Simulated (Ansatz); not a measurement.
The cluster Sn3H4. Total charge 0; singlet. Geometry PBE-D4/def2-SVP, basis def2-TZVP, Ansatz.

```xyz
7

Sn    0.637    1.186   -1.626
Sn   -0.196   -1.310   -0.398
Sn    1.168   -0.183    1.769
H    -0.748   -0.251    1.272
H    -1.393   -2.582   -0.317
H    -0.837    1.996   -0.982
H     1.368    1.144    0.283
```

| run | HOMO (eV) | LUMO (eV) |
| --- | --- | --- |
| A | -4.82 | -3.03 |
| B | -5.02 | -2.97 |
| C | -5.20 | -2.75 |
| D | -5.56 | -2.40 |
| E | -5.02 | -3.28 |

In the def2 sets Sn takes a core potential; there is no spin–orbit coupling. HSE06 is defined as in plane-wave codes, on full-range PBE exchange. Another isomer (singlet) lies 0.67 eV lower at PBE0-D4/def2-TZVP; other spin states weren't run for this one.

Problem. The runs used HSE06, LDA (SPW92), PBE, PBE0, r2SCAN. Estimate which is which.

Solution. A PBE (0 % exact exchange); B r2SCAN (0 % exact exchange); C HSE06 (range-separated); D PBE0 (25 % exact exchange); E LDA (SPW92) (0 % exact exchange). Exact exchange lowers occupied and raises empty levels; among semilocal functionals meta-GGAs tend to open the gap a little, and such runs are hard to tell apart. The gap grows from 1.74 eV (LDA (SPW92)) to 3.17 eV (PBE0).
